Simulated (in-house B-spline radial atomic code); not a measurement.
Results of a calculation; reference values are marked as such.
**Two electrons in Ge: a parabolic dot with ħω = 27.7 meV in all three directions with an ionised donor at its centre**

For Ge the NSM archive of the Ioffe Institute lists m_l = 1.6 m0, m_t = 0.08 m0 and ε = 16.2; the model takes one isotropic valley with the conductivity mass 3/(1/m_l + 2/m_t) = 0.117 m0, and so misses anisotropy and the other valleys. All triplets below are those of one valley; with several valleys two electrons can form a triplet in the 1s orbital itself, at an energy set by the valley splitting. Real donors also feel a central-cell potential, which shifts the ground state.

Effective-mass model with parabolic bands, a uniform dielectric constant, no image charges, no central-cell or spin-orbit terms. Two-electron levels come from full CI in B-splines with partial waves to l = 5 (up to 0.001 effective hartree above the limit).

(1) What are the effective units, and what is the potential in them?

In these units the lowest s and p orbitals lie at 1.5374 and 4.5265, and their Coulomb and exchange integrals are J_ss = 1.4164, J_sp = 1.0907 and K_sp = 0.1972. Full CI gives 4.4088 for the ground singlet, 6.9377 for the sp triplet, 7.2799 for the sp singlet and 8.8834 for the lowest triplet of two s orbitals.

(2) What does it cost to add the second electron, to first order and exactly?

(3) How far above the singlet do the triplets lie?

Answers

(1) Ha* = 27211.386 meV × 0.117/16.2² = 12.13 meV and a* = 0.0529177 nm × 16.2/0.117 = 7.327 nm. The frequency is ω = 2.28 Ha*, with −1/r added.

(2) To first order E = 2ε_s + J_ss = 4.4911, so the charging energy E(2) − 2E(1) is J_ss = 17.18 meV. CI gives 4.4088 − 2 × (1.5374) = 1.3341, or 16.18 meV: relaxation and correlation lower it by 0.9982 meV, 5.8 % of J_ss. The s² configuration of one-electron orbitals holds 98.8 % of the state, and the mean radius is 4.96 nm.

(3) To first order the sp triplet lies at ε_s + ε_p + J_sp − K_sp = 6.9574, which is 29.92 meV above 2ε_s + J_ss. CI gives 6.9377 − (4.4088) = 2.5289, or 30.68 meV, 85 % of the orbital spacing of 36.26 meV. The ss triplet lies 54.28 meV up, so the lower of the two is the sp one, and its gap equals k_BT at 356 K. The sp singlet-triplet splitting is 4.151 meV, against 2K_sp = 4.783 meV.
